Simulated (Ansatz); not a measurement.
Relaxation of AlClFH4NO (9 atoms, charge 0, multiplicity 1), to a largest force component of 0.03 eV/Å in at most 50 steps.

Level of theory: RKS PBE0/def2-SVP in Ansatz 0.2.0.

```xyz
9
Properties=species:S:1:pos:R:3
Al -0.233 0.500 -0.553
N -0.104 0.039 2.503
H -0.877 -0.173 3.133
H 0.766 -0.097 3.016
F 1.308 0.130 -1.010
Cl -1.824 -0.659 -1.249
O -0.488 2.014 0.278
H -1.383 2.361 0.331
H -0.163 1.044 2.243
```

Task: Where does it end, and by what steps?

Result: The run converged. After 14 steps the energy has fallen by 1.368 eV; H8 moved furthest, 0.86 Å. Joined: Al1–N2 (3.09 → 2.00 Å).

| step | energy less start (eV) | largest force component (eV/Å) | accepted |
| --- | --- | --- | --- |
| 0 | 0.0000 | 1.250 | yes |
| 1 | -0.2118 | 0.802 | yes |
| 2 | -0.5557 | 1.114 | yes |
| 3 | -0.9511 | 1.230 | yes |
| 4 | -1.1194 | 1.353 | yes |
| 5 | -1.2144 | 1.250 | yes |
| 6 | -1.2936 | 0.564 | yes |
| 7 | -1.3125 | 0.977 | yes |
| 8 | -1.3308 | 0.388 | yes |
| 9 | -1.3544 | 0.238 | yes |
| 10 | -1.3573 | 0.278 | yes |
| 11 | -1.3562 | 0.443 | no |
| 12 | -1.3629 | 0.159 | yes |
| 13 | -1.3645 | 0.143 | yes |
| 14 | -1.3679 | 0.023 | yes |

```xyz
9
Properties=species:S:1:pos:R:3
Al -0.330 0.534 0.146
N -0.095 0.131 2.089
H -0.741 -0.588 2.416
H 0.859 -0.173 2.289
F 1.205 0.166 -0.422
Cl -1.824 -0.857 -0.457
O -0.763 2.178 0.364
H -1.031 2.772 -0.337
H -0.278 0.996 2.602
```

Whether the end is a true minimum wasn't checked by a vibrational analysis.

The run took 45 s on 2 threads of Arm Neoverse V1 (shared host), peak memory 0.2 GiB.
